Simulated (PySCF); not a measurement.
An unknown shows these calculated signals:

$^{1}$H NMR (600 MHz, computed): δ 5.44 (m, 1H), 5.14 (m, 1H), 3.98 (m, 1H), 3.86 (m, 1H), 3.72 (s, 3H), 3.56 (m, 1H), 2.74 (m, 1H).

$^{13}$C{$^{1}$H} NMR (computed): δ 101.0 (CH), 74.6 (CH2), 67.4 (CH2), 57.3 (CH3).

- shieldings: GIAO PBE0/pcSseg-1
- GFN2-xTB structure
- code: PySCF 2.14.0 with density-fitted response routines
- gas phase, averaged over atoms made equivalent by symmetry, fast rotation or ring inversion, a single conformation, no relativistic terms

Chemical shifts δ = σref − σ; TMS for $^{1}$H, $^{13}$C, all at this level.

Which of these does the molecule contain: a Si–H bond, a methoxy group, a nitrile, a vinyl group CH=CH2, an amide?

## Answers


- A Si–H bond: yes (δH 5.44 (m)).
- A methoxy group: yes (δC 57.3; δH 3.72 (s)).
- A nitrile: no.
- A vinyl group CH=CH2: no.
- An amide: no.

The data belong to SMILES O(C)[C@@H]1COC[Si@@H](Cl)O1, C₄H₉ClO₃Si; they needn't prove each group on their own.

Carbon signals by region: 1 in the sp2 and nitrile region (100–160 ppm), 3 at 50–100 ppm.

Shifts are as computed. Against solution values, carbons near 30 ppm lie about +3 ppm off and those near 130 ppm about +5 ppm. Of 1211 compounds with measured shifts, 218 miss one by over three times the rms of a fit or turn the order of signals round; such compounds aren't used in these exercises. No couplings were computed; multiplicities are counted from neighbouring protons, with m where these are inequivalent, close in shift, in a saturated or five-membered ring or joined by F or P, and br s for small geminal =CH2 splittings.
